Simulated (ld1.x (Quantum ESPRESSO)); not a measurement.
**V (Z = 23): one change to a TM potential, before and after**

- Element: V
- Generator: ld1.x (Quantum ESPRESSO) 7.5
- Type: norm-conserving Troullier–Martins (Kleinman–Bylander form)
- Functional: PBE
- Relativity: scalar-relativistic
- Frozen core: [Ne] 3s2
- Valence charge: 11
- Reference configuration: 3p6 3d3 4s1 4p0 (charge +1)
- Partial waves: 3p (bound): rc 1.05 bohr; 3d (bound): rc 1.90 bohr; 4s (bound): rc 1.80 bohr
- Local potential: the s channel
- Core correction: none

All-electron outer shells of the reference configuration (PBE, scalar-relativistic, ld1.x):

| shell | level (eV) | outermost node (bohr) | outermost maximum (bohr) |
| --- | --- | --- | --- |
| 3s | -77.83 | 0.38 | 0.82 |
| 3p | -51.65 | 0.35 | 0.84 |
| 3d | -12.63 | – | 0.90 |
| 4s | -10.90 | 1.17 | 2.59 |
| 4p | -6.83 | 1.29 | 3.20 |

Change: wave 3p (bound): rc 1.05 bohr becomes 3p (bound): rc 1.16 bohr.

Cutoffs: the cutoffs (Ry, on a coarse ladder) from which the occupation-weighted sum of valence levels, in a spherical-Bessel basis at the reference potential, stays within 10 and 1 mRy of its value at 400 Ry; they do not see the model core or the augmentation charge, which bear on the density cutoff. Errors are all-electron minus pseudo energies relative to the spin-unpolarised reference configuration.

Task: Predict the effect on cutoff, ghosts and configuration errors.

Result: The potential gets softer (90 Ry and 160 Ry → 80 Ry and 110 Ry); the errors of the 7 common tests hardly move; neither file shows a bound ghost at the reference potential, the only one tested. A larger radius leaves more room for a smooth pseudo-wave, so fewer plane waves are needed.

```csv
quantity,base,changed
"cutoff, loose",90 Ry,80 Ry
"cutoff, tight",160 Ry,110 Ry
loose cutoff by channel (10 mRy a level),"p 45 Ry, d 55 Ry, s 21 Ry","p 40 Ry, d 55 Ry, s 21 Ry"
bound ghosts,none,none
"error for 3p6 3d3 4s2 4p0, meV [ΔE -7.73 eV]",+8.4,+8.4
"error for 3p6 3d3 4s0 4p0, meV [ΔE 14.30 eV]",+10,+10
"error for 3p6 3d2 4s0 4p0, meV [ΔE 43.19 eV]",-115,-114
"error for 3p6 3d3 4s1.5 4p0, meV [ΔE -4.64 eV]",+2.8,+2.8
"error for 3p6 3d3 4s0 4p1, meV [ΔE 4.10 eV]",-771,-771
"error for 3p6 3d3 4s1 4p1, meV [ΔE -4.39 eV]",-443,-443
"error for 3p6 3d3.5 4s1.5 4p0, meV [ΔE -7.68 eV]",+0.7,+0.7
s: phases at 2.06 bohr within 0.05 rad from the reference energy up to (Ry; the scan ends near 5),-0.3,-0.3
p: phases at 2.06 bohr within 0.05 rad from the reference energy up to (Ry; the scan ends near 5),-1.9,-1.9
d: phases at 2.06 bohr within 0.05 rad from the reference energy up to (Ry; the scan ends near 5),0.1,0.1
```

Base: These tests converged, but a pseudo level misses the all-electron one widely, so the file describes the atom poorly there or has found another state: 3p6 3d2 4s0 4p0: empty 4p by 2.2 eV. Changed file: These tests converged, but a pseudo level misses the all-electron one widely, so the file describes the atom poorly there or has found another state: 3p6 3d2 4s0 4p0: empty 4p by 2.2 eV.
